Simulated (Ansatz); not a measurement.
Calculated with Ansatz (gas phase, PBE0-D4/def2-TZVP geometries, no zero-point term in ΔE). CCSD(T)/CBS adds triple-zeta CCSD(T) − MP2 to the extrapolated MP2 energy (def2 sets, frozen cores). This one scheme is used for every species.

`C[C@H]1N[Si@H]1C` + H₂ → `C[SiH]1CN1` + CH₄  (hydrogenolysis of a C–C bond)

```
           species  HF/CBS(def2) energy (Eh)
`C[C@H]1N[Si@H]1C`                -462.29953
                H₂                  -1.13356
      `C[SiH]1CN1`                -423.24555
               CH₄                 -40.21695
```

Problem. Work out ΔE.

Solution. ΔE = (-423.24555) + (-40.21695) − (-462.29953) − (-1.13356) = -0.02941 Eh = -77.2 kJ/mol. CCSD(T)/CBS gives -55.3 kJ/mol.

Largest T1 diagnostic among the species: 0.011.

In def2-TZVPP, CCSD(T) changes the Hartree–Fock value by +20.8 kJ/mol (the triples alone add +4.4 kJ/mol) and MP2 by +25.0 kJ/mol. The D4 term adds +9.7 kJ/mol with B3LYP and +5.5 kJ/mol with PBE0; it sums over pairs of atoms, weighted by their polarisabilities, and B3LYP, whose exchange is more repulsive, gets the larger term.

B3LYP here is the variant with VWN-RPA as its local correlation; programs differ in this.
